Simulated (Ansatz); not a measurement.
Computed with Ansatz on PBE0-D4/def2-TZVP structures; ΔE is electronic, products minus reactants. CBS: MP2 limit from def2 TZ/QZ plus the TZ coupled-cluster correction, frozen cores. DFT in def2-TZVPP. Each species was taken in one conformer, which may not be the lowest.

Reaction (ligand exchange at the Si–O bond): `N[SiH2]O[SiH3]` + `N[SiH](N)O` → `N[SiH2]N[SiH](N)O` + `O[SiH3]`

`N[SiH2]O[SiH3]`:

```xyz
11

N    -0.932    0.956   -1.942
Si    0.344    0.453   -0.936
O    -0.138   -0.218    0.480
Si    0.259   -0.924    1.894
H    -1.481    0.291   -2.462
H    -1.456    1.792   -1.743
H     1.122   -0.570   -1.678
H     1.157    1.651   -0.613
H     1.086   -0.006    2.721
H    -0.990   -1.251    2.626
H     1.028   -2.175    1.654
```

`N[SiH](N)O`:

Z-matrix (Å, degrees):
```
Si
N 1 1.706
O 1 1.648 2 119.3
N 1 1.713 2 104.7 3 119.0
H 1 1.482 2 106.1 3 -114.4
H 2 1.007 1 121.6 3 -73.1
H 2 1.006 1 120.9 3 78.5
H 3 0.959 1 116.3 2 67.1
H 4 1.007 1 119.8 2 -170.5
H 4 1.007 1 119.6 2 45.7
```

`N[SiH2]N[SiH](N)O`:

```xyz
15

N     1.902    0.880    0.657
Si    0.300    1.396    1.089
N    -0.813    0.570    0.081
Si   -0.867   -1.124   -0.278
N    -1.403   -1.273   -1.894
O     0.616   -1.699    0.111
H     2.294    1.201   -0.216
H     2.606    0.906    1.381
H     0.036    2.851    0.907
H     0.212    1.067    2.537
H    -1.573    1.119   -0.292
H    -1.856   -1.903    0.505
H    -0.893   -0.851   -2.654
H    -1.852   -2.126   -2.187
H     1.290   -1.012    0.253
```

`O[SiH3]`:

Cartesian coordinates in Å:
```
O -0.598 0.710 0.884
Si 0.291 -0.084 -0.254
H -1.420 0.310 1.168
H 0.707 -1.434 0.217
H 1.487 0.755 -0.493
H -0.468 -0.257 -1.523
```

| level | ΔE (kcal/mol) |
| --- | --- |
| B2PLYP | 12.1 |
| PBE0 | 10.5 |

Q: What does CCSD(T)/CBS give? (Best estimate.)

A: Computed: +10.9 kcal/mol. The listed levels differ from it by 1.2, -0.4 kcal/mol.

Largest T1 diagnostic among the species: 0.011.

In def2-TZVPP, CCSD(T) changes the Hartree–Fock value by −6.1 kcal/mol (the triples alone add −1.1 kcal/mol) and MP2 by −6.2 kcal/mol. From PBE to PBE0 (25 % exact exchange), in def2-TZVPP and without D4, ΔE moves by +0.9 kcal/mol.
